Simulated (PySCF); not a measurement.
BH5O3Si.

```xyz
10

B      0.0461    -0.9557     0.0000
O      0.8299    -2.0716     0.0000
H      0.3525    -2.9035     0.0000
O     -1.3260    -0.9600     0.0000
H     -1.7457    -1.8228     0.0000
O      0.6736     0.2507     0.0000
Si     0.0155     1.7854     0.0000
H     -0.8165     2.0084    -1.2190
H     -0.8165     2.0084     1.2190
H      1.1584     2.7396     0.0000
```

Geometry optimised at PBE0-D3(BJ)/def2-SVP. Other conformers were not sampled.

Level of theory: PBE0/pcSseg-1 (PySCF). Non-relativistic, no solvent.

Computed absolute GIAO shielding of each atom: isotropic value and principal components (ppm):
| atom | σ(iso) | σ11 | σ22 | σ33 | span |
|---|---|---|---|---|---|
| B1 | 83.2 | 77.6 | 85.6 | 86.2 | 8.5 |
| O2 | 244.5 | 175.5 | 264.8 | 293.2 | 117.7 |
| H3 | 29.0 | 22.5 | 25.0 | 39.5 | 16.9 |
| O4 | 244.7 | 187.2 | 257.4 | 289.5 | 102.2 |
| H5 | 29.0 | 22.7 | 24.4 | 39.8 | 17.1 |
| O6 | 275.4 | 189.0 | 300.9 | 336.3 | 147.3 |
| Si7 | 387.2 | 344.2 | 354.8 | 462.5 | 118.3 |
| H8 | 26.3 | 23.2 | 24.8 | 30.8 | 7.6 |
| H9 | 26.3 | 23.2 | 24.8 | 30.8 | 7.6 |
| H10 | 26.5 | 23.3 | 24.8 | 31.3 | 8.0 |
